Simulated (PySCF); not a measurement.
# Highest orbital energy against ionisation energy along the third row

Calculated with PySCF 2.14, no spin-orbit coupling. Each cell gives −ε(HOMO) / ΔSCF in eV; NIST values include spin-orbit coupling, (s) semi-empirical, (t) theoretical.

| species | UHF | LDA | PBE | PBE0 | r2SCAN | NIST (lowest levels) |
| --- | --- | --- | --- | --- | --- | --- |
| Al²⁺ (ANO-RCC-VTZP, spin-free X2C) | 28.108 / 28.088 | 24.581 / 28.838 | 24.481 / 28.847 | 25.498 / 28.717 | 24.682 / 28.424 | 28.448 |
| Si²⁺ (ANO-RCC-VTZP, spin-free X2C) | 32.232 / 32.029 | 28.662 / 33.593 | 28.536 / 33.453 | 29.694 / 33.315 | 28.721 / 32.941 | 33.493 |
| P²⁺ (ANO-RCC-VTZP, spin-free X2C) | 29.970 / 29.583 | 24.792 / 30.188 | 24.947 / 30.233 | 26.363 / 30.258 | 25.404 / 30.372 | 30.203 |
| S²⁺ (ANO-RCC-VTZP, spin-free X2C) | 34.718 / 34.155 | 28.848 / 34.867 | 28.949 / 34.829 | 30.576 / 34.872 | 29.484 / 35.026 | 34.86 ± 0.04 (s) |
| Cl²⁺ (ANO-RCC-VTZP, spin-free X2C) | 39.700 / 38.969 | 33.037 / 39.667 | 33.105 / 39.585 | 34.965 / 39.668 | 33.792 / 39.845 | 39.8 ± 0.11 (s) |
| Ar²⁺ (ANO-RCC-VTZP, spin-free X2C) | 40.423 / 39.387 | 34.085 / 40.824 | 34.145 / 40.710 | 36.000 / 40.712 | 34.571 / 40.679 | 40.735 ± 0.012 (s) |

Question: How far is −ε(HOMO) from ΔSCF on average for each method, and why?

Answer: UHF 0.49 eV; LDA -5.66 eV; PBE -5.58 eV; PBE0 -4.07 eV; r2SCAN -5.11 eV. Hartree-Fock orbital energies lack relaxation and so exceed the ΔSCF value; semilocal functionals have convex E(N) from self-interaction, so their HOMO lies far too high; exact exchange moves hybrids part of the way back.
